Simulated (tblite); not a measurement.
C4H4BrFO3.
Numbering: `[O:1]=[C:2]([OH:3])[C@@H:4]1[O:5][CH2:6][C@@:7]1([F:8])[Br:9]` (hydrogens: H10 on O3; H11 on C4; H12, H13 on C6)

Computed with GFN2-xTB (tblite), gas phase: L-BFGS steps from a force-field or distance-geometry start until the largest atomic force falls under 0.01 eV/Å.

Step 52: E = -859.6397 eV
```
atom  x, y, z in Å  |  force x, y, z in eV/Å
O1      1.6781   -0.2195   -1.2926    0.010   0.008   0.026
C2      1.4115    0.3905   -0.3011   -0.027   0.001   0.001
O3      1.9677    1.5433    0.0585    0.010  -0.001  -0.001
C4      0.3464   -0.0229    0.7184   -0.028   0.024   0.010
O5      0.0940   -1.4222    0.7330   -0.005   0.002  -0.032
C6     -1.1372   -1.2842    0.0228   -0.024  -0.006  -0.024
C7     -1.0734    0.2306    0.1831   -0.002  -0.014  -0.029
F8     -1.1745    0.9608   -0.9492    0.029   0.008   0.001
Br9    -2.3196    1.0002    1.4614    0.004   0.005   0.025
H10     2.6224    1.8394   -0.5957    0.000  -0.008  -0.014
H11     0.5875    0.3829    1.7037    0.021   0.014   0.020
H12    -1.0436   -1.5921   -1.0231    0.008  -0.014  -0.008
H13    -1.9638   -1.8063    0.5058    0.004  -0.018   0.025
```

Step 53: E = -859.6400 eV
```
atom  x, y, z in Å  |  force x, y, z in eV/Å
O1      1.6881   -0.2267   -1.2851    0.004   0.025   0.044
C2      1.4137    0.3886   -0.2987   -0.021  -0.011  -0.005
O3      1.9600    1.5480    0.0549    0.006  -0.003  -0.007
C4      0.3478   -0.0259    0.7199   -0.035   0.020   0.000
O5      0.0939   -1.4250    0.7292   -0.013  -0.003  -0.023
C6     -1.1388   -1.2842    0.0215   -0.019   0.009  -0.023
C7     -1.0710    0.2310    0.1834   -0.008  -0.015  -0.026
F8     -1.1685    0.9628   -0.9485    0.025  -0.002   0.011
Br9    -2.3149    1.0046    1.4624    0.004  -0.001   0.016
H10     2.6121    1.8457   -0.6011    0.004  -0.007  -0.011
H11     0.5870    0.3782    1.7070    0.023   0.002   0.001
H12    -1.0477   -1.5909   -1.0256    0.006  -0.011   0.011
H13    -1.9660   -1.8057    0.5059    0.024  -0.002   0.013
```

Step 54: E = -859.6402 eV
```
atom  x, y, z in Å  |  force x, y, z in eV/Å
O1      1.6900   -0.2274   -1.2821    0.002   0.001   0.013
C2      1.4134    0.3889   -0.2974   -0.023  -0.015   0.014
O3      1.9589    1.5484    0.0541    0.010   0.029   0.004
C4      0.3473   -0.0258    0.7208   -0.028   0.007  -0.006
O5      0.0943   -1.4252    0.7268   -0.016  -0.006  -0.010
C6     -1.1395   -1.2847    0.0204   -0.009   0.017  -0.017
C7     -1.0708    0.2307    0.1829   -0.013  -0.006  -0.012
F8     -1.1652    0.9641   -0.9482    0.015  -0.007   0.011
Br9    -2.3133    1.0061    1.4632    0.002  -0.006   0.006
H10     2.6092    1.8459   -0.6037    0.009  -0.006  -0.009
H11     0.5863    0.3779    1.7087    0.016  -0.010  -0.015
H12    -1.0491   -1.5915   -1.0270    0.001  -0.009   0.019
H13    -1.9659   -1.8069    0.5067    0.034   0.010   0.002
```

Step 55: E = -859.6403 eV
```
atom  x, y, z in Å  |  force x, y, z in eV/Å
O1      1.7000   -0.2338   -1.2756   -0.015   0.032   0.054
C2      1.4146    0.3873   -0.2958    0.008  -0.016  -0.014
O3      1.9522    1.5529    0.0512   -0.006   0.000  -0.010
C4      0.3473   -0.0277    0.7210   -0.009  -0.006  -0.011
O5      0.0932   -1.4272    0.7237   -0.014  -0.001  -0.001
C6     -1.1414   -1.2843    0.0190    0.000   0.016  -0.008
C7     -1.0698    0.2307    0.1828   -0.014   0.008   0.004
F8     -1.1611    0.9657   -0.9471    0.006  -0.004   0.001
Br9    -2.3095    1.0089    1.4650    0.000  -0.009  -0.001
H10     2.6020    1.8507   -0.6071    0.008  -0.008  -0.005
H11     0.5878    0.3744    1.7096    0.007  -0.016  -0.021
H12    -1.0525   -1.5911   -1.0283   -0.001  -0.009   0.012
H13    -1.9671   -1.8061    0.5067    0.029   0.013   0.000
```

Task: Estimate the geometry and energy of step 56. (The exact step hangs on the optimiser's Hessian estimate; all steps are aligned on step 55, rigid shifts and turns removed.)

Result: E = -859.6404 eV, largest force 0.023 eV/Å
```
atom  x, y, z in Å  |  force x, y, z in eV/Å
O1      1.6999   -0.2329   -1.2747   -0.008   0.003   0.014
C2      1.4140    0.3878   -0.2954    0.007   0.006   0.007
O3      1.9530    1.5529    0.0513   -0.008   0.007  -0.005
C4      0.3462   -0.0269    0.7207    0.005  -0.010  -0.007
O5      0.0930   -1.4268    0.7231   -0.007   0.002   0.003
C6     -1.1416   -1.2842    0.0185    0.005   0.009   0.000
C7     -1.0708    0.2305    0.1826   -0.007   0.015   0.011
F8     -1.1615    0.9655   -0.9470    0.000   0.003  -0.007
Br9    -2.3095    1.0084    1.4656   -0.005  -0.009  -0.001
H10     2.6033    1.8493   -0.6072    0.005  -0.009  -0.001
H11     0.5882    0.3750    1.7089    0.000  -0.016  -0.017
H12    -1.0525   -1.5915   -1.0282   -0.002  -0.009   0.001
H13    -1.9660   -1.8066    0.5070    0.016   0.008   0.002
```

The energy changes by -0.0001 eV. The first-order estimate −F·Δx gives -0.0001 eV and the mean of the old and new forces, exact on a quadratic surface, -0.0001 eV. The step makes an angle of 64° with the force vector and moves no atom by more than 0.002 Å.

What follows is the cost of the whole relaxation. On an AMD EPYC with one thread, shared host with 64 logical CPUs at a one-minute load of 58, this took 2.1 s wall, 1.5 s CPU.
